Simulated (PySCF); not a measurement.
C₆ coefficients of unlike pairs at wB97X-V

Calculated with PySCF 2.14 from the dipole response of each species, C₆(A,B) = (3/π) ∫ α_A(iu) α_B(iu) du, in atomic units, from isotropic polarisabilities. For ions this is the dispersion term alone; charge-induced terms of lower order in 1/R come first.

```
species            configuration                                                                                              basis      relativity  α (bohr³)  C₆ (like pair)
    Au⁻  [Xe] 4f14 5d10 6s2 (1S)  aug-cc-pVTZ-PP with one added diffuse shell each of s, p, d, f, g type with ECP60MDF (7s7p6d4f3g)  core potential      121.4            1638
      S        [Ne] 3s2 3p4 (3P)                                                                             def2-TZVPPD (6s6p4d1f)            none      19.82           135.6
   Al²⁺            [Ne] 3s1 (2S)                                                                           aug-cc-pV(D+d)Z (5s4p3d)            none      14.82           41.25
```

(1) Estimate C₆ for S with Au⁻.

No spin-orbit coupling is included.

The other pairs:

```
     pair     C₆
Al²⁺, Au⁻  255.1
  Al²⁺, S  71.54
```

## Answers

(1) The integral gives 429.7. The combination rule 2 C_A C_B / (C_A α_B/α_A + C_B α_A/α_B) gives 404.6 and the geometric mean 471.3.
